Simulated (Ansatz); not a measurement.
Ansatz results at the PBE0-D4/def2-TZVP geometry: HOMO–LUMO gap (B3LYP/def2-TZVPP) 4.93 eV; HOMO–LUMO gap (PBE/def2-TZVPP) 3.38 eV; zero-point energy (PBE0-D4/def2-TZVP) 18.2 kJ/mol.

Problem. Which molecule gave them?
A. `[OH][Ti]([F])([F])[F]`
B. `[F][Ti]([F])([Br])[Br]`
C. `[OH][Ti]([F])([Cl])[Cl]`
D. `[OH][Ti]([OH])([F])[Cl]`

Solution. B. The others give `[OH][Ti]([F])([F])[F]`: 7.43, 5.29, 51.0; `[OH][Ti]([F])([Cl])[Cl]`: 5.77, 4.03, 46.2; `[OH][Ti]([OH])([F])[Cl]`: 6.14, 4.28, 76.3.

B3LYP here is the variant with VWN-RPA as its local correlation; programs differ in this.
